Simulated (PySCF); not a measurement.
Electrostatic potential from atomic charges

Species: `CCC(=O)[SiH3]`. Coordinates (GFN2-xTB, Å) and charges (e) from the PBE0/pcSseg-1 density (PySCF):

```json
{"atom": "C1", "x": "-1.497", "y": "0.069", "z": "0.562", "Mulliken": "-0.3160", "IAO": "-0.4160", "Hirshfeld": "-0.1105", "ESP-fitted": "-0.2007"}
{"atom": "C2", "x": "-0.780", "y": "-0.752", "z": "-0.504", "Mulliken": "-0.2397", "IAO": "-0.3055", "Hirshfeld": "-0.0784", "ESP-fitted": "+0.0865"}
{"atom": "C3", "x": "0.473", "y": "-0.064", "z": "-0.995", "Mulliken": "-0.0038", "IAO": "+0.1524", "Hirshfeld": "+0.0872", "ESP-fitted": "+0.3377"}
{"atom": "O4", "x": "0.672", "y": "0.127", "z": "-2.174", "Mulliken": "-0.3378", "IAO": "-0.3833", "Hirshfeld": "-0.2240", "ESP-fitted": "-0.4494"}
{"atom": "Si5", "x": "1.792", "y": "0.511", "z": "0.286", "Mulliken": "+0.4304", "IAO": "+0.5201", "Hirshfeld": "+0.3032", "ESP-fitted": "+0.3079"}
{"atom": "H6", "x": "-0.849", "y": "0.237", "z": "1.420", "Mulliken": "+0.1329", "IAO": "+0.1374", "Hirshfeld": "+0.0396", "ESP-fitted": "+0.0326"}
{"atom": "H7", "x": "-1.796", "y": "1.034", "z": "0.160", "Mulliken": "+0.1275", "IAO": "+0.1467", "Hirshfeld": "+0.0443", "ESP-fitted": "+0.0609"}
{"atom": "H8", "x": "-2.389", "y": "-0.453", "z": "0.899", "Mulliken": "+0.1323", "IAO": "+0.1536", "Hirshfeld": "+0.0501", "ESP-fitted": "+0.0686"}
{"atom": "H9", "x": "-0.471", "y": "-1.712", "z": "-0.081", "Mulliken": "+0.1416", "IAO": "+0.1534", "Hirshfeld": "+0.0498", "ESP-fitted": "-0.0039"}
{"atom": "H10", "x": "-1.443", "y": "-0.943", "z": "-1.352", "Mulliken": "+0.1326", "IAO": "+0.1546", "Hirshfeld": "+0.0455", "ESP-fitted": "+0.0096"}
{"atom": "H11", "x": "1.407", "y": "1.840", "z": "0.762", "Mulliken": "-0.0618", "IAO": "-0.1025", "Hirshfeld": "-0.0678", "ESP-fitted": "-0.0811"}
{"atom": "H12", "x": "3.077", "y": "0.547", "z": "-0.400", "Mulliken": "-0.0566", "IAO": "-0.0922", "Hirshfeld": "-0.0644", "ESP-fitted": "-0.0732"}
{"atom": "H13", "x": "1.801", "y": "-0.441", "z": "1.399", "Mulliken": "-0.0815", "IAO": "-0.1188", "Hirshfeld": "-0.0746", "ESP-fitted": "-0.0953"}
```

Points outside the species (Å): A (-8.0, -2.3, 4.7); B (3.9, -3.1, -1.3); C (-1.9, -4.4, 1.7); D (-4.3, 0.6, -3.1).

Problem. Find the potential V = 14.3996 V·Å × Σ q/r of each set of charges at these points.

Solution. In volts:

```
point  nearest atom  distance (Å)  Mulliken     IAO  Hirshfeld  ESP-fitted
    A            H8          7.02    +0.081  +0.065     +0.042      +0.063
    B           H12          3.85    -0.074  -0.010     -0.012      +0.008
    C            H9          3.53    +0.192  +0.173     +0.112      +0.179
    D           H10          3.69    -0.103  -0.093     -0.034      -0.006
```

Problem. How far are the other sets from the ESP-fitted one at these points?

Solution. Root-mean-square difference: Hirshfeld 0.039 V, IAO 0.045 V, Mulliken 0.065 V. The ESP scheme is a least-squares fit of atom-centred charges to the potential on four shells outside the van der Waals surface, with the total charge fixed.

Problem. What energy would a point charge of -1 e have at C in the field of the ESP charges, leaving out polarisation?

Solution. -0.179 eV = -17.2 kJ/mol, an attraction.

Geometry: GFN2-xTB, one conformer, isolated molecule.

The run behind these numbers computed NMR shieldings as well. Time: 14 s; peak memory 0.62 GiB. Hardware: one thread of an Arm Neoverse V2 (shared host).

Conformer computed: `[CH3:1][CH2:2][C:3](=[O:4])[SiH3:5]`: C1–C2–C3–O4 -127°.
